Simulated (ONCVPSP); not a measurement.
# phosphorus (P), ONCV: configuration errors across variants

phosphorus, optimised norm-conserving Vanderbilt (ONCV), made with ONCVPSP 4.0.1 (PBE, scalar-relativistic). Core [He], reference 2s2 2p6 3s2 3p3. Waves: 2s+3s: rc 0.95 bohr, ncon 4, nbas 8, qcut 16 1/bohr, 2 projectors; 2p+3p: rc 0.85 bohr, ncon 3, nbas 6, qcut 17.9 1/bohr, 2 projectors; d scattering state at 0.02 Ha: rc 0.80 bohr, ncon 3, nbas 8, qcut 12.8 1/bohr, 2 projectors, debl 2 Ha. Local part: polynomial inside 0.70 bohr (lpopt 4, dvloc0 0 Ha). Core correction: none.

All-electron excitation energies from the reference (eV): (1) 2s2 2p6 3s2 3p2 9.730; (2) 2s2 2p6 3s2 3p1 28.877; (3) 2s2 2p6 3s2 3p0 58.616; (4) 2s2 2p6 3s1 3p4 8.534.

Errors AE − PS in meV (a dash: test not solved or not reliable):

```tsv
change	(1)	(2)	(3)	(4)	bound ghosts	GHOST(+) flags above zero
base	+0.5	+2.7	+9.9	0.0	none	none
p: qcut 10.6	+0.8	+4.5	+16	-0.9	none	none
p: qcut 12.8	+0.6	+3.5	+13	-0.3	none	none
p: qcut 15	+0.5	+3.1	+11	-0.1	none	none
p: qcut 17.6	+0.5	+2.7	+9.9	0.0	none	none
p: qcut 19.5	+0.5	+2.8	+9.9	0.0	none	none
p: qcut 23.9	+0.5	+2.7	+9.4	+0.1	none	none
p: qcut 26.8	+0.5	+2.7	+9.3	+0.1	none	none
```

(1) Give the same row for: p: qcut 22.1.

Answers

(1) +0.5, +2.7, +9.5, +0.1; bound ghosts: none; GHOST(+) flags above zero: none.
